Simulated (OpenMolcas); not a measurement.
## Co7+: effect of correlating more closed shells

```yaml
Program: OpenMolcas 26.06
Basis: ANO-RCC-VTZP [6s5p3d2f1g]
Scalar_Hamiltonian: DKH2, point nucleus
Active_space: 2 electrons in 5 orbitals (3d)
State_averaging: 2S+1 = 3 even, 10 roots; 2S+1 = 1 even, 15 roots
Spin-orbit_coupling: state interaction with AMFI integrals over the reference wave functions, term energies averaged over their components
```

Methods on the same reference wave functions:
A. CASSCF
B. SS-CASPT2, IPEA 0.25 Eh, imaginary shift 0.1 Eh (closed shells correlated: none)
C. SS-CASPT2, IPEA 0.25 Eh, imaginary shift 0.1 Eh (closed shells correlated: 3s 3p)
D. SS-CASPT2, IPEA 0.25 Eh, imaginary shift 0.1 Eh (closed shells correlated: 2s 2p 3s 3p)

Energies in cm-1 above 3d2 3F2, the measured ground level; measured values from Sugar and Corliss, J. Phys. Chem. Ref. Data 10, 1097 (1981).

```tsv
Level	A	B	C	D	Measured
3d2 3F2	0.0	0.0	0.0	0.0	0.0
3d2 3F3	1369	1373	1382	1383	1430
3d2 3F4	3070	3070	3080	3080	3144
3d2 1D2	23126	21860	19660	19580	19624
3d2 3P0	26484	25350	22910	22790	22304
3d2 3P1	26991	25860	23420	23310	22839
3d2 3P2	28180	27040	24620	24500	24055
3d2 1G4	35303	34780	32870	32860	32360
3d2 1S0	84805	79300	76930	76670	74247
```

Deviations, from unrounded energies. A percentage is the sum of absolute deviations over the sum of measured energies, with the sign that they share, or ± where signs differ.

```csv
Against measurement,Levels,A,B,C,D
mean absolute deviation (cm-1),8,3700,2400,640,560
fine structure of the ground term (%),2,-2.9,-2.8,-2.4,-2.4
other terms of the ground configuration (%),6,+15.1,+9.6,+2.5,±2.2
```

D lies closest to measurement on these levels and A furthest from it. The largest miss of D in the table is 3d2 1S0, by +2400 cm-1. The ranking rests on the paired levels alone, and a cruder setting can come out closer through cancelling errors.

Among B to D the level of the table that moves most is 3d2 1S0, by 2600 cm-1 (lowest in D, highest in B). Moves below CASPT2's spread within the term are not significant.

The two smallest mean deviations differ by little beside CASPT2's spread within terms, so their order carries little weight.

From A to B the spin-free energies of the other terms of 3d2 shown, above 3F, scale by factors of 0.93 to 0.98.

The lowest spin-free term lies below A's lowest term by 0.003 hartree in B, 0.261 hartree in C, 0.286 hartree in D.

What an inner shell adds also hangs on whether the basis holds functions to correlate it.

Term energies are means over components that CASPT2 splits; among the terms shown or strongly mixed into the levels shown the widest spread is 780 cm-1 (3d2 3F, D). Without dynamic correlation excited terms often stand tens of per cent too high (terms of higher spin than the ground term too low), and those without a measured partner can miss by more than the paired ones (holds for A). Measured partners are found by configuration, term and J. A level has none where our copy of the source lacks it or the pairing is in doubt (some pairs that miss far off the trend of their configuration count as doubtful), and it then counts in no deviation. Levels of configurations outside the active space are missing.
